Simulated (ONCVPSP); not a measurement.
**Sb: variants of one ONCV potential**

Base potential:

antimony (Sb), optimised norm-conserving Vanderbilt (ONCV), made with ONCVPSP 4.0.1 (LDA (Perdew-Zunger), scalar-relativistic). Core [Kr] 4d10, reference 5s2 5p3. Waves: 5s: rc 1.60 bohr, ncon 3, nbas 6, qcut 3.3 1/bohr, 1 projector; 5p: rc 2.20 bohr, ncon 3, nbas 6, qcut 3.6 1/bohr, 2 projectors, debl 3.5 Ha; d scattering state at 0.13 Ha: rc 2.15 bohr, ncon 3, nbas 6, qcut 4.6 1/bohr, 2 projectors, debl 1.7 Ha. Local part: polynomial inside 1.20 bohr (lpopt 3, dvloc0 1 Ha). Core correction: Teter function, fcfact 4.5, rcfact 1.65.

All-electron outer shells of the reference configuration (LDA (Perdew-Zunger), scalar-relativistic, ld1.x):

```csv
shell,level (eV),outermost node (bohr),outermost maximum (bohr)
4p,-101.60,0.39,0.76
4d,-33.55,0.38,0.84
5s,-13.09,0.95,1.88
5p,-5.00,1.04,2.32
```

Cutoffs, loose and tight: the cutoffs (Ha) at which the residual kinetic energy of the hardest occupied pseudo-wave falls to 1 and 0.1 mHa per electron. They do not see the model core or the augmentation charge, which bear on the density cutoff. Test errors are all-electron minus pseudo excitation energies from the reference, over the configurations 5s2 5p2; 5s2 5p1; 5s2 5p0; 5s1 5p3. A dash means not determined; rows that change the core or the reference have their own tests.

For the base: The cutoffs count occupied waves only; projector 2 of the d channel, the hardest unoccupied one, needs 53 Ha at the loose tolerance.

A true bound ghost makes a file unfit for plane-wave use even where its test errors are small: the radial tests pick states by their node count and pass the ghost by.

```tsv
change	outcome	cutoff, loose	cutoff, tight	bound ghosts	GHOST(+) flags above zero	largest test error (meV)
base	generated	11 Ha	33 Ha	s, d	p	-631
all radii but the core radius scaled by about 1.27 (s 2.04, p 2.80, d 2.74 bohr); local potential polynomial inside 1.52 bohr (lpopt 3, dvloc0 1 Ha)	generated	9.0 Ha	22 Ha	s	p	-590
core correction Teter function, fcfact 4.5, rcfact 1.14	generated	11 Ha	33 Ha	s, d	p	+14
p: nproj 3	generated	11 Ha	33 Ha	s, d	p	-631
functional LDA (Perdew-Wang 92)	generated	11 Ha	33 Ha	s, d	p	-629
d: qcut 5.4	generated	11 Ha	33 Ha	s, d	p	-631
core correction Teter function, fcfact 5.9, rcfact 1.65	generated	11 Ha	33 Ha	s, d	p	-748
d: rc 1.6, qcut 6.2, nproj 0; local potential the d channel	failed: ERROR pspot: first pseudo wave function has node, program will stop	–	–	–	–	–
s: qcut 2.6; p: qcut 2.9; d: qcut 3.7	generated	22 Ha	30 Ha	s, d	p	-642
d: qcut 6.1	generated	11 Ha	33 Ha	s, d	p	-631
core [Ar] 3d10 4s2, valence charge 21; reference 4p6 4d10 5s2 5p3; waves now 5s: rc 1.70 bohr, ncon 4, nbas 7, qcut 3 1/bohr, 3 projectors, debl 0.3 Ha; 4p+5p: rc 1.50 bohr, ncon 4, nbas 8, qcut 10.9 1/bohr, 2 projectors; 4d: rc 1.55 bohr, ncon 5, nbas 10, qcut 12.2 1/bohr, 2 projectors, debl 1.7 Ha; f scattering state at 0.26 Ha: rc 1.30 bohr, ncon 5, nbas 9, qcut 9.7 1/bohr, 2 projectors, debl 2.2 Ha; local potential polynomial inside 1.00 bohr (lpopt 5, dvloc0 1 Ha)	generated, projector energies reset by the program	45 Ha	52 Ha	s	none	-19
```
